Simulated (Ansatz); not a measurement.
`C[SiH](F)[SeH]` + silanol → `F[SiH]([SeH])O[SiH3]` + CH₄ at 600 K and 1 bar (ligand exchange at the Si–C bond).

Calculated with Ansatz (gas phase, PBE0-D4/def2-TZVP geometries, no zero-point term in ΔE). CCSD(T)/CBS is the MP2 limit (def2-TZVPP, def2-QZVPP) plus CCSD(T) − MP2 in def2-TZVPP, frozen cores. This one scheme is used for every species. For Se outer-core shells are correlated without core-valence functions, which leaves a few kJ/mol of doubt a bond. Scalar relativity is left out up to krypton. One conformer a species, not always the lowest.

```json
{"species": "`C[SiH](F)[SeH]`", "CCSD(T)/CBS energy (Eh)": "-2830.74610", "H − E (kJ/mol)": "206.3", "S (J/(mol·K))": "427.1"}
{"species": "`O[SiH3]`", "CCSD(T)/CBS energy (Eh)": "-366.69042", "H − E (kJ/mol)": "135.7", "S (J/(mol·K))": "307.9"}
{"species": "`F[SiH]([SeH])O[SiH3]`", "CCSD(T)/CBS energy (Eh)": "-3157.02257", "H − E (kJ/mol)": "202.8", "S (J/(mol·K))": "507.4"}
{"species": "CH₄", "CCSD(T)/CBS energy (Eh)": "-40.46206", "H − E (kJ/mol)": "140.4", "S (J/(mol·K))": "215.7"}
```

H − E and S are ideal-gas, rigid-rotor, harmonic terms from PBE0-D4/def2-TZVP, for one conformer and one mirror image of each species. 1 Eh = 2625.50 kJ/mol, R = 8.31446 J/(mol·K).

**Question.** By hand: ΔE, ΔH, ΔS and ΔG.

**Answer.** ΔE = (-3157.02257) + (-40.46206) − (-2830.74610) − (-366.69042) = -0.04811 Eh = -126.3 kJ/mol. Δ(H − E) = 202.8 + 140.4 − 206.3 − 135.7 = 1.2, so ΔH = -125.1 kJ/mol. ΔS = 507.4 + 215.7 − 427.1 − 307.9 = -11.9 J/(mol·K). ΔG = -125.1 − 600 × (-11.9)/1000 = -118.0 kJ/mol.

**Question.** By hand: the equilibrium constant, and the temperature at which ΔG would vanish if ΔH and ΔS stayed fixed.

**Answer.** log₁₀ K = −ΔG/(RT ln 10) = 10.3. ΔG = 0 at ΔH/ΔS = 10513 K, far beyond where these terms or the molecules hold.

The number of gas molecules stays the same, so ΔS is small and ΔH decides. A doubt of 5 kJ/mol in ΔE shifts log₁₀ K by 0.4 here. Other conformers and mirror images would add mixing entropy, several J/(mol·K) or more a flexible species. Modes under 60 cm⁻¹, often nearly free rotors, make the harmonic entropy too high. These are equilibria of isolated gas molecules and say nothing of rates. Largest T1 diagnostic: 0.011 (customary marks: 0.02 for closed shells, 0.045 for open ones).
